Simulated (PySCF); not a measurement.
# Computed properties of CH5AlO, SMILES C[O][AlH2]

Al(H)2(OMe) (CH₅AlO), SMILES C[O][AlH2]. The structure is a stationary point at B3LYP-D3(BJ)/def2-TZVP. The values are those of a single conformer. All values are computed for the isolated molecule unless a solvent is named; none is compared with measurement here.

**Structure.** The optimised structure has Cs symmetry. All 18 harmonic modes at B3LYP-D3(BJ)/def2-TZVP (PySCF) are real, so it is a minimum. With heavy atoms numbered as in [AlH2:1][O:4][CH3:5], the shortest bond between them is O4–C5 at 1.407 Å and the longest Al1–O4 at 1.689 Å.

**Vibrations.** The strongest infrared lines (harmonic, unscaled, degenerate partners summed) lie at 798 cm⁻¹ (267 km/mol, H 80 %, Al 16 %), 614 cm⁻¹ (233 km/mol, H 85 %, Al 13 %), 1158 cm⁻¹ (192 km/mol, O 39 %, C 31 %, H 27 %). The softest mode is at 114 cm⁻¹ and the zero-point energy is 34.6 kcal/mol.

**Electronic structure.** CAM-B3LYP/def2-TZVPD (PySCF) places the frontier levels at -9.52 and -0.14 eV, a gap of 9.38 eV, and gives a dipole moment of 0.96 D and a mean polarisability of 45.7 bohr³.

**Excitations.** TDDFT-CAM-B3LYP/def2-SVPD (PySCF) has S1 at 5.79 eV (214 nm, f = 0.001, dark); the most intense of the 10 singlets computed lies at 8.19 eV (f = 0.16). T1 (TDA) is at 5.37 eV. No vertical singlet excitation falls in the visible range (under 3.1 eV).

**NMR.** GIAO shifts at PBE0/pcSseg-2 (PySCF) (non-relativistic, atoms alike by connectivity averaged): ¹³C at 57.9 ppm against TMS; ¹H from 4.0 to 4.7 ppm against TMS.
